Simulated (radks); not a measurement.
Polarisability of the aluminium ion Al2+, [Ne] 3s1, at imaginary frequency. Calculated with a radial shooting solver on a logarithmic mesh with Libxc functionals: scalar-relativistic Kohn-Sham, LDA (Slater exchange, VWN5 correlation), spin-polarised, spherical densities, finite nucleus; open shells are filled with parallel spins first; Fermi nuclear charge, rms radius 3.061 fm. Response by self-consistent Sternheimer equations with the Hartree and adiabatic LDA kernel, the relativistic mass of each level held fixed and spin-orbit coupling left out.

w (hartree),alpha1(iw) (bohr^3),alpha2(iw) (bohr^5)
0.00266,12.48,37.08
0.0143,12.45,37.05
0.0360,12.25,36.90
0.0697,11.67,36.42
0.118,10.41,35.24
0.186,8.386,32.85
0.280,5.971,28.70
0.413,3.799,22.74
0.605,2.239,15.87
0.892,1.277,9.647
1.35,0.7310,5.129
2.12,0.4265,2.395
3.59,0.2394,0.9637
6.94,0.1062,0.3042
17.5,0.02498,0.05540

Static values: alpha1 = 12.48 bohr^3 (1.850 angstrom^3; uncoupled 14.72), alpha2 = 37.08 bohr^5, alpha3 = 213.2 bohr^7. C6 = 32.17, C8 = 632.0, triple-dipole C9 = 293.2 atomic units. One-pole (London) frequency 4 C6 / (3 alpha1^2) = 0.275 hartree, against 0.904 for minus the highest occupied eigenvalue.
